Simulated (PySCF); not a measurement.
Ga(Cl)(SH)2 (ClGaH₂S₂), SMILES [SH][Ga]([SH])[Cl]. The structure is a stationary point at PBE-D3(BJ)/def2-SVP. One conformer was computed; it need not be the lowest.

Calculation: PBE-D3(BJ)/def2-SVP (PySCF 2.14.0).

Harmonic wavenumbers (cm⁻¹): 106, 110, 124, 186, 253, 338, 429, 433, 667, 702, 2614, 2616. Rotational constants (GHz): 2.124, 1.988, 1.027; symmetry number 2.

Q: Work out the zero-point energy and the ideal-gas rigid-rotor harmonic-oscillator thermochemistry at 298.15 K and 1 atm.

A: ZPE = ½ Σ hcν = ½ × 8578 cm⁻¹ = 51.31 kJ/mol. H − E(el) = 72.69 kJ/mol. Entropy in J/(mol K): translation 172.89, rotation 114.30, vibration 71.99, total 359.19. G − E(el) = -34.40 kJ/mol. Cp = 98.35 J/(mol K). Modes under 150 cm⁻¹ make the vibrational entropy uncertain.
